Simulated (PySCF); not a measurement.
# PbN: energy against distance

Set-up: basis Pb def2-SVPD with ECP60, N def2-SVPD; scalar-relativistic core potentials; PySCF 2.14. Energies in eV from Pb + N in their ground configurations at the same level. All curves are PBE0. state 1: Ms = 0.5 determinant of mixed spin (⟨S²⟩ near 1.1), unpaired electrons π ↑; state 2: ²Σ⁺ (doublet), unpaired electrons σ ↑, a second solution, started from another occupation; state 3: ⁴Π (quartet), unpaired electrons π ↑↑↑, a second solution, started from another occupation; state 4: quartet, unpaired electrons σ ↑, π ↑↑, a mixture of terms (⟨Lz²⟩ = 2.0), a second solution, started from another occupation.

| R (Å) | state 1 | state 2 | state 3 | state 4 |
| --- | --- | --- | --- | --- |
| 1.887 | -1.677 | -1.744 | 0.406 | 0.1780 |
| 1.971 | -1.974 | -1.837 | -0.309 | -0.2823 |
| 2.034 | -2.066 | -1.812 | -0.680 | -0.4947 |
| 2.097 | -2.086 | -1.738 | -0.939 | -0.6212 |
| 2.160 | -2.056 | -1.634 | -1.110 | -0.6814 |
| 2.244 | -1.965 | -1.470 | -1.232 | -0.6863 |
| 2.349 | -1.800 | -1.255 | -1.259 | -0.6144 |
| 2.474 | -1.564 | -1.010 | -1.170 | -0.4747 |

Q: Put a parabola through the three lowest points of the state 1 curve and estimate Re, k and ωe (reduced mass 13.12 u; 1 eV/Å² = 0.16022 mdyn/Å; ωe = 1302.8·√(k/μ) cm⁻¹).

A: Through R = 2.034, 2.097, 2.16 Å the second-order coefficient is 6.30 eV/Å², so Re ≈ 2.091 Å, k ≈ 2.02 mdyn/Å and ωe ≈ 511 cm⁻¹. A polynomial fit of higher order to the unrounded PBE0 energies gives Re = 2.087 Å, k = 2.11 mdyn/Å, ωe = 523 cm⁻¹; anharmonicity and rounding make the difference.

The higher-order fit for each curve: state 1: Re = 2.087 Å, ωe = 523 cm⁻¹, De = 2.09 eV; state 2: Re = 1.978 Å, ωe = 615 cm⁻¹, minimum 1.84 eV below the ground-state fragments; state 3: Re = 2.320 Å, ωe = 444 cm⁻¹, minimum 1.26 eV below the ground-state fragments; state 4: Re = 2.206 Å, ωe = 455 cm⁻¹, minimum 0.69 eV below the ground-state fragments.

⟨S²⟩ is raised (PbN 1.02), so spin contamination touches these numbers. ⟨S²⟩ of the unrestricted solution departs from its pure value on part of the curve, where spin states mix. These are scalar-relativistic numbers at best; spin–orbit coupling would shift them, the dissociation energy most. The state is the lowest determinant that a PBE0 search found; another state may lie lower at other levels.
